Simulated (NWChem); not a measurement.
# C2H6BCl2N; SMILES CN(C)B(Cl)Cl

```xyz
12

B      0.0000     0.0000    -0.3184
Cl     0.0000    -1.5179    -1.2612
Cl     0.0000     1.5179    -1.2612
N      0.0000     0.0000     1.0761
C      0.0000    -1.2124     1.8947
C      0.0000     1.2124     1.8947
H      0.8882    -1.2321     2.5397
H     -0.8882    -1.2321     2.5397
H      0.0000    -2.1029     1.2688
H     -0.8882     1.2321     2.5397
H      0.8882     1.2321     2.5397
H      0.0000     2.1029     1.2688
```
Atoms are numbered in this order, from 1.

Level: B3LYP/6-31G* (spherical d) (NWChem), optimised geometry, unscaled harmonic frequencies. B3LYP is NWChem's, with the RPA form of VWN correlation.

**Question.** List the harmonic frequencies with IR intensities, and the thermochemistry.

**Answer.** 
```csv
frequency (cm⁻¹),IR intensity (km/mol)
94,0.0
149,0.1
159,0.0
234,0.1
266,2.2
287,1.9
395,5.2
404,6.0
519,14.9
523,11.5
917,1.1
927,249.5
1091,16.6
1135,0.0
1168,170.7
1195,1.5
1222,83.3
1463,169.1
1474,0.4
1514,23.9
1517,0.0
1528,14.4
1532,17.6
1577,103.1
3034,20.4
3041,89.8
3084,63.8
3086,0.0
3194,1.9
3194,8.5
```

zero-point energy: 57.0 kcal/mol
thermal correction to the enthalpy at 298.15 K (with zero-point energy): 62.4 kcal/mol
heat capacity Cv: 24.9 cal/(mol K)
entropy at 298.15 K and 1 atm (symmetry number 2): 84.9 cal/(mol K)
dipole moment: 3.53 D

Rigid rotor and harmonic oscillator; modes under 100 cm⁻¹ make the entropy uncertain.
